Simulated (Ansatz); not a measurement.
B₁₃P₁₃H₃₀, a nanocrystal cut from zinc blende BP (hydrogen-capped). The state is a triplet with charge 0. Geometry r2SCAN-D4/def2-SVP, that of the neutral singlet; atoms count from 1.

```xyz
56

B     1.7976   -1.6369    0.5974
B     2.9111    0.3333   -1.7166
B     1.9397   -2.6371   -2.5199
B    -0.9498   -2.0422   -1.0932
B     0.1921   -0.0678   -3.3898
B     2.7832    1.3357    1.4149
B     1.6849   -0.6406    3.7171
B    -1.0762   -1.0516    2.0009
B    -0.0609    1.9150    2.8039
B     0.0449    0.9293   -0.2957
B    -2.7162    0.5248   -1.9696
B    -2.8413    1.5052    1.0928
B    -3.8533   -1.4568    0.3090
P     2.7410   -1.5338   -1.1163
P     2.6138   -0.5369    1.9979
P     3.7176    1.3812   -0.2903
P    -0.0471   -0.9766    0.3107
P     1.0702    0.9708   -1.9718
P     0.1307   -1.9189   -2.7226
P    -2.7616   -1.3296   -1.3101
P    -1.6274    0.5927   -3.5797
P     0.9441    1.9593    1.1160
P    -0.1166    0.0191    3.3313
P    -2.8817   -0.3884    1.6296
P    -1.8732    2.5200    2.4402
P    -1.7976    1.5552   -0.5713
H     1.7233   -2.7932    0.9646
H     3.5358    0.4329   -2.7528
H     1.8608   -3.7827   -2.1170
H     2.5552   -2.4778   -3.5583
H    -0.9975   -3.1944   -0.7094
H     0.8146    0.0315   -4.4274
H     3.3317    2.0325    2.2441
H     1.6088   -1.8090    4.0486
H     2.2256    0.1058    4.5129
H    -1.1227   -2.2137    2.3541
H     0.4854    2.6122    3.6342
H    -3.8266    0.9767   -2.1611
H    -3.9517    1.9580    0.9039
H    -3.8669   -2.6158    0.6795
H    -4.9409   -0.9498    0.1023
H     4.0765   -1.9779   -0.9047
H     3.9504   -0.9896    2.1825
H     5.0629    0.9683   -0.1032
H     3.9343    2.7226   -0.7108
H     1.1342    2.3308   -2.4016
H    -0.5335   -2.6580   -3.7415
H    -3.4008   -2.0737   -2.3412
H    -2.2808   -0.1152   -4.6223
H    -1.6332    1.9012   -4.1374
H     1.0083    3.3176    0.6810
H    -0.8716   -0.0077    4.5375
H    -3.6128   -0.4117    2.8504
H    -2.6186    2.5328    3.6483
H    -1.8891    3.9088    2.1334
H    -1.7290    2.9141   -1.0035
```

Single mean-field runs in def2-SVP are fitted with def2-universal-jkfit. At PBE0-D4/def2-SVP a singlet of charge 0 lies 5.23 eV below the triplet at the same geometry.

Estimate the Mulliken populations of the heavy atoms from the PBE0/def2-SVP orbitals of Ansatz.


```json
{"atom": "B1", "charge (e)": "-0.12", "spin (α − β)": "0.05"}
{"atom": "B2", "charge (e)": "-0.25", "spin (α − β)": "0.02"}
{"atom": "B3", "charge (e)": "-0.15", "spin (α − β)": "0.03"}
{"atom": "B4", "charge (e)": "-0.16", "spin (α − β)": "0.18"}
{"atom": "B5", "charge (e)": "-0.22", "spin (α − β)": "-0.01"}
{"atom": "B6", "charge (e)": "-0.21", "spin (α − β)": "-0.04"}
{"atom": "B7", "charge (e)": "-0.13", "spin (α − β)": "0.00"}
{"atom": "B8", "charge (e)": "-0.12", "spin (α − β)": "0.05"}
{"atom": "B9", "charge (e)": "-0.21", "spin (α − β)": "-0.04"}
{"atom": "B10", "charge (e)": "-0.20", "spin (α − β)": "-0.09"}
{"atom": "B11", "charge (e)": "-0.22", "spin (α − β)": "-0.01"}
{"atom": "B12", "charge (e)": "-0.25", "spin (α − β)": "0.02"}
{"atom": "B13", "charge (e)": "-0.15", "spin (α − β)": "0.03"}
{"atom": "P14", "charge (e)": "0.09", "spin (α − β)": "0.04"}
{"atom": "P15", "charge (e)": "0.10", "spin (α − β)": "0.18"}
{"atom": "P16", "charge (e)": "0.22", "spin (α − β)": "0.04"}
{"atom": "P17", "charge (e)": "-0.06", "spin (α − β)": "0.20"}
{"atom": "P18", "charge (e)": "0.12", "spin (α − β)": "0.06"}
{"atom": "P19", "charge (e)": "0.08", "spin (α − β)": "0.02"}
{"atom": "P20", "charge (e)": "0.08", "spin (α − β)": "0.02"}
{"atom": "P21", "charge (e)": "0.21", "spin (α − β)": "0.06"}
{"atom": "P22", "charge (e)": "0.10", "spin (α − β)": "0.18"}
{"atom": "P23", "charge (e)": "0.10", "spin (α − β)": "0.18"}
{"atom": "P24", "charge (e)": "0.09", "spin (α − β)": "0.04"}
{"atom": "P25", "charge (e)": "0.22", "spin (α − β)": "0.04"}
{"atom": "P26", "charge (e)": "0.12", "spin (α − β)": "0.06"}
```
Mulliken values and Mayer orders depend strongly on the basis.

Where does the spin sit?

Summed by element: B 0.18, P 1.13, H 0.69, of 2 unpaired in all. Largest on single atoms: P17 0.20, P22 0.18, B4 0.18.

And the Mayer bond orders between bonded heavy atoms (over 0.3)?

B1–P14 0.89 (1.96 Å); B1–P15 0.82 (1.96 Å); B1–P17 0.85 (1.98 Å); B2–P14 0.93 (1.97 Å); B2–P16 0.89 (1.94 Å); B2–P18 0.86 (1.96 Å); B3–P14 0.81 (1.96 Å); B3–P19 0.84 (1.96 Å); B4–P17 0.65 (1.98 Å); B4–P19 0.89 (1.96 Å); B4–P20 0.89 (1.96 Å); B5–P18 0.89 (1.96 Å); B5–P19 0.92 (1.97 Å); B5–P21 0.90 (1.94 Å); B6–P15 0.93 (1.97 Å); B6–P16 0.90 (1.94 Å); B6–P22 0.90 (1.96 Å); B7–P15 0.84 (1.96 Å); B7–P23 0.84 (1.96 Å); B8–P17 0.85 (1.98 Å); B8–P23 0.82 (1.96 Å); B8–P24 0.89 (1.96 Å); B9–P22 0.90 (1.96 Å); B9–P23 0.93 (1.97 Å); B9–P25 0.90 (1.94 Å); B10–P17 0.90 (2.00 Å); B10–P18 0.88 (1.97 Å); B10–P22 0.84 (1.97 Å); B10–P26 0.88 (1.97 Å); B11–P20 0.92 (1.97 Å); B11–P21 0.90 (1.94 Å); B11–P26 0.89 (1.96 Å); B12–P24 0.93 (1.97 Å); B12–P25 0.89 (1.94 Å); B12–P26 0.86 (1.96 Å); B13–P20 0.84 (1.96 Å); B13–P24 0.81 (1.96 Å).
